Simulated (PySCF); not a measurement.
C$_{4}$H$_{12}$Ge (SMILES C[C](C)(C)[GeH3]), singlet, at a GFN2-xTB geometry. Base run: DF-TPSS/STO-3G in PySCF.

Here is a job for PySCF.
```python
from pyscf import gto, scf, dft

mol = gto.M(
    atom='''
Ge    0.460677    1.062048    0.126699
C    -0.332507   -0.766563   -0.091449
C    -0.545268   -1.389123    1.284141
C     0.620927   -1.633645   -0.906448
C    -1.669228   -0.651054   -0.815967
H     1.773257    1.020525    0.849179
H     0.711167    1.724971   -1.194041
H    -0.437867    1.972646    0.907722
H    -0.977306   -2.385741    1.192862
H     0.401232   -1.474877    1.817090
H    -1.220683   -0.777718    1.881853
H     1.583993   -1.721540   -0.404413
H     0.786838   -1.199652   -1.892032
H     0.212155   -2.635450   -1.038846
H    -1.535079   -0.202146   -1.799709
H    -2.361309   -0.030261   -0.247731
H    -2.121620   -1.633987   -0.947957
''',
    basis='sto-3g',
    charge=0,
    spin=0,
    verbose=4,
)

mf = dft.RKS(mol)
mf.xc = 'tpss'
mf = mf.density_fit(auxbasis='def2-universal-jkfit')
mf.kernel()
mf.analyze()
```

All variants below ran on the same shared machine, one core each. Differences are taken from the largest basis of the Pople family in the series, which isn't the basis-set limit (6-311G**: -2236.651387 Eh). The cheapest run took around 10 core-seconds (rough).

```csv
setting,basis functions,"cost, times the cheapest (rough)",difference in total energy (mEh)
STO-3G,50,1,25763.03
6-31G,87,2,404.05
3-21G,82,2,10945.39
6-31G*,112,2,294.46
6-31G**,148,4,279.71
6-311G**,188,4,reference
```

Times come from a shared machine, hold the start-up and are rough. Total energies converge more slowly with the basis than energy differences do.
